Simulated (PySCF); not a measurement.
PySCF 2.14 output of an unrestricted MN15 calculation on a single atom or ion in x2c-SVPall (5s3p3d1f, 36 functions), with scalar relativity by spin-free X2C-1e:

```
SCF conv_tol = 1e-09
number electrons alpha = 13  beta = 9
    H. S. Yu, X. He, S. L. Li, and D. G. Truhlar.,  Chem. Sci. 7, 5032-5051 (2016)
    H. S. Yu, X. He, S. L. Li, and D. G. Truhlar.,  Chem. Sci. 7, 5032-5051 (2016)
cycle= 1 E= -1050.20340078689  delta_E= -0.00461  |g|= 0.0174  |ddm|= 0.0986
cycle= 2 E= -1050.20355309276  delta_E= -0.000152  |g|= 0.00604  |ddm|= 0.0257
cycle= 3 E= -1050.20357447695  delta_E= -2.14e-05  |g|= 0.000862  |ddm|= 0.00745
cycle= 4 E= -1050.20357603951  delta_E= -1.56e-06  |g|= 0.000187  |ddm|= 0.00366
cycle= 5 E= -1050.20357617536  delta_E= -1.36e-07  |g|= 3.87e-05  |ddm|= 0.00124
cycle= 6 E= -1050.20357618114  delta_E= -5.77e-09  |g|= 2.71e-06  |ddm|= 0.0003
cycle= 7 E= -1050.20357618115  delta_E= -1.34e-11  |g|= 1.72e-07  |ddm|= 1.14e-05
converged SCF energy = -1050.20357618115  <S^2> = 6.000174  2S+1 = 5.0000696
```

The run itself started from symmetry-adapted Hartree-Fock orbitals and held the occupation by maximum overlap, on a logarithmic radial grid, so the iterations belong to that start.

Task: Which element, charge and spin multiplicity is this?

Result: Cr(2+) (chromium, charge +2), multiplicity 5; the state was [Ar] 3d4, high-spin 5D determinant.
